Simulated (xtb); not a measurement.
C2H3 (SMILES [CH]=C), doublet, at a GFN2-xTB geometry; GFN0-xTB in xtb 6.7.1.

The xtb input:
```
$ xtb mol.xyz --gfn 0 --uhf 1 --ohess --json

# file mol.xyz
5

C      0.05254389    -0.57433481    -0.01733787
C      0.03699099     0.71273635     0.02197531
H     -0.84387122    -1.20149708    -0.04055811
H      0.97465882    -1.13961553    -0.03048968
H     -0.66799688     1.51070337     0.04322315
```

**Question.** Predict the main parts of the log of this xtb run.

**Answer.** 
```
   ID    Z sym.   atoms
    1    6 C      1, 2
    2    1 H      3-5

           -------------------------------------------------
          |                Calculation Setup                |
           -------------------------------------------------

           -------------------------------------------------
          |                 G F N 0 - x T B                 |
           -------------------------------------------------

          ...................................................
          :                      SETUP                      :
          :.................................................:
          :  # basis functions                  14          :
          :  # atomic orbitals                  14          :
          :  # shells                           10          :
          :  # electrons                        11          :
          :  electronic temp.          300.0000000     K    :
          :  accuracy                    1.0000000          :
          :  -> integral cutoff          0.2500000E+02      :
          :  -> integral neglect         0.1000000E-07      :
          ...................................................

         :::::::::::::::::::::::::::::::::::::::::::::::::::::
         ::                     SUMMARY                     ::
         :::::::::::::::::::::::::::::::::::::::::::::::::::::
         :: total energy              -5.782927351605 Eh    ::
         :: gradient norm              0.010254353425 Eh/a0 ::
         :: HOMO-LUMO gap              3.438232804679 eV    ::
         ::.................................................::
         :: H0 energy                 -5.892480849192 Eh    ::
         :: repulsion energy           0.123510645658 Eh    ::
         :: electrostat energy        -0.013468360187 Eh    ::
         :: -> Gsolv                   0.000000000000 Eh    ::
         ::    -> Gsasa                0.000000000000 Eh    ::
         ::    -> Gshift               0.000000000000 Eh    ::
         :: dispersion energy         -0.000488787884 Eh    ::
         :: short-range corr.          0.000000000000 Eh    ::
         :: add. restraining           0.000000000000 Eh    ::
         :: total charge              -0.000000000000 e     ::
         :::::::::::::::::::::::::::::::::::::::::::::::::::::

      -----------------------------------------------------------
     |                   =====================                   |
[...]
 * total energy  :    -5.7829274 Eh     change        0.0000000E+00 Eh
 * total energy  :    -5.7830401 Eh     change       -0.1127581E-03 Eh
 * total energy  :    -5.7830953 Eh     change       -0.5517396E-04 Eh
 * total energy  :    -5.7831185 Eh     change       -0.2318666E-04 Eh
 * total energy  :    -5.7831271 Eh     change       -0.8618204E-05 Eh
 * total energy  :    -5.7831285 Eh     change       -0.1396770E-05 Eh
   *** GEOMETRY OPTIMIZATION CONVERGED AFTER 6 ITERATIONS ***
         :: total energy              -5.783128485268 Eh    ::
[...]
          :  rotational number                       1      :
          :  scaling factor                  1.0000000      :
          :  rotor cutoff                   50.0000000 cm⁻¹ :
          :  imag. cutoff                  -20.0000000 cm⁻¹ :
          :.................................................:

    mode    ω/cm⁻¹     T·S(HO)/kcal·mol⁻¹    T·S(FR)/kcal·mol⁻¹   T·S(vib)
   ------------------------------------------------------------------------
   ------------------------------------------------------------------------

   temp. (K)  partition function   enthalpy   heat capacity  entropy
                                   cal/mol     cal/K/mol   cal/K/mol   J/K/mol
 298.15  VIB   1.11                  224.378      2.855      0.961
         ROT  0.181E+04              888.752      2.981     17.892
         INT  0.201E+04             1113.130      5.836     18.853
         TR   0.136E+27             1481.254      4.968     35.804
         TOT                        2594.3838    10.8040    54.6571   228.6851

       T/K    H(0)-H(T)+PV         H(T)/Eh          T*S/Eh         G(T)/Eh
   ------------------------------------------------------------------------
    298.15    0.413441E-02    0.392991E-01    0.259693E-01    0.133297E-01
   ------------------------------------------------------------------------

         :::::::::::::::::::::::::::::::::::::::::::::::::::::
         ::                  THERMODYNAMIC                  ::
         :::::::::::::::::::::::::::::::::::::::::::::::::::::
         :: total free energy          -5.769798744150 Eh   ::
         ::.................................................::
         :: total energy               -5.783128485268 Eh   ::
         :: zero point energy           0.035164656537 Eh   ::
         :: G(RRHO) w/o ZPVE           -0.021834915419 Eh   ::
         :: G(RRHO) contrib.            0.013329741118 Eh   ::
         :::::::::::::::::::::::::::::::::::::::::::::::::::::

optimized geometry written to: xtbopt.xyz

           -------------------------------------------------
          | TOTAL ENERGY               -5.783128485268 Eh   |
          | TOTAL ENTHALPY             -5.743829414939 Eh   |
          | TOTAL FREE ENERGY          -5.769798744150 Eh   |
          | GRADIENT NORM               0.000467377528 Eh/α |
          | HOMO-LUMO GAP               3.507658596387 eV   |
           -------------------------------------------------

normal termination of xtb
```
